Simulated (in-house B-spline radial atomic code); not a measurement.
The numbers below are computed, except where a source is named.
## B in an electron gas of r_s = 3.3: phase shifts, screening and friction

A nucleus sits in a uniform electron gas with a rigid positive background. The Kohn-Sham equations are solved self-consistently in the spin-unpolarised LDA (PW92), non-relativistic, on B-splines with outgoing waves at the boundary and partial waves to l = 8. The model has no lattice, no bands and no magnetic solution. Atomic units; δ_l are the phase shifts at the Fermi level, counted so that each bound state adds π, and good to about 0.0005.

The density parameter is r_s = 3.3 bohr.

```csv
l,δ_l (rad)
0,4.4954
1,1.1819
2,-0.0332
3,-0.0032
4,0.0003
5,0.0000
6,0.0001
7,0.0000
8,0.0001
```

Bound levels below the band bottom (hartree): s -6.158, s -0.04917.

(1) Check the Friedel sum rule, and say where the screening charge sits.

(2) Find the transport cross section and the electronic stopping of a 0.5 keV B ion (mass 10.81 u).

Results:

(1) k_F = (9π/4)^(1/3)/r_s = 0.58156. The rule is Z = (2/π) Σ (2l + 1) δ_l. The terms are s 2.862, p 2.257, d -0.106, f -0.014 and 0.004 beyond, in all 5.003 against Z = 5. Bound states hold 4 s, 0 p, 0 d electrons, so the scattering states carry 1.00 in all; where a term is smaller than its bound count, the bound level has drawn weight out of the band.

(2) σ_tr = (4π/k_F²) Σ (l + 1) sin²(δ_l − δ_(l+1)). The terms for l = 0 to 3 are 0.0293, 1.7575, 0.0027, 0.0000, all together 1.7895, so σ_tr = 37.155 × 1.7895 = 66.487 bohr². With n = 3/(4π r_s³) = 0.006643, the friction coefficient is Q = n k_F σ_tr = 0.2569. For v well below v_F = 0.582, dE/dx = Q v; with 24801 eV per u at v = 1, v = √(500/(24801 × 10.81)) = 0.0432, so dE/dx = 0.01109 hartree/bohr = 5.7 eV/nm. The largest term couples the p and d waves.
